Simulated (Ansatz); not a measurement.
Molecule: C6H12N (charge 0, doublet). It need not be the lowest isomer of its formula. 
Geometry from a B3LYP-D3(BJ)/def2-TZVP (Ansatz, an electronic-structure program) optimisation:
SMILES: C1[C](N)CCCC1
```xyz
19

C     -1.8602     0.1324    -0.0390
C     -1.1894    -1.2362     0.0811
C      0.2075    -1.1172     0.6985
C      1.0306    -0.0765     0.0137
C      0.3957     1.2485    -0.2525
C     -1.0036     1.0985    -0.8576
N      2.3936    -0.0572     0.3314
H     -2.0158     0.5478     0.9635
H     -2.8492     0.0287    -0.4924
H     -1.8046    -1.9098     0.6825
H     -1.1056    -1.6823    -0.9148
H      0.7179    -2.0862     0.6697
H      0.1004    -0.8658     1.7702
H      0.3142     1.8218     0.6897
H      1.0310     1.8494    -0.9125
H     -0.9145     0.7193    -1.8803
H     -1.4875     2.0763    -0.9200
H      2.9489     0.5733    -0.2303
H      2.8262    -0.9688     0.3897
```
Charge 0, spin multiplicity 2.

Wanted: atomisation energy (electronic, to ground-state atoms), in kcal/mol. Valence correlation only, unless marked. UHF or UKS for open shells. No spin-orbit coupling. Non-relativistic. The coupled-cluster limit lacks core correlation, which all-electron functionals hold. CBS(X,Y): correlation extrapolated as X^-3; Hartree-Fock from the larger set. The bracket is a focal-point correction in the basis named.

```
level                                                     program  atomisation energy (kcal/mol)  minus last row
-------------------------------------------------  --------------  -----------------------------  --------------
PBE/def2-TZVPD                                             Ansatz                         1872.3            38.5
PBE0/6-31G*                                                Ansatz                         1850.6            16.8
PBE0-D3(BJ)/def2-TZVP                              Ansatz + dftd3                         1856.7            22.9
PBE0-D3(BJ)/def2-TZVPD                             Ansatz + dftd3                         1857.7            23.9
PBE0/def2-TZVP                                             Ansatz                         1847.4            13.6
PBE0/def2-TZVPD                                            Ansatz                         1848.4            14.6
MP2/cc-pVDZ                                                Ansatz                         1723.6          -110.2
CCSD/6-31G*                                                Ansatz                         1661.4          -172.4
CCSD(T)/6-31G                                              Ansatz                         1587.1          -246.7
RI-MP2/CBS(cc-pVTZ,cc-pVQZ)+[CCSD(T)-MP2]/cc-pVTZ          Ansatz                         1833.8             0.0
```
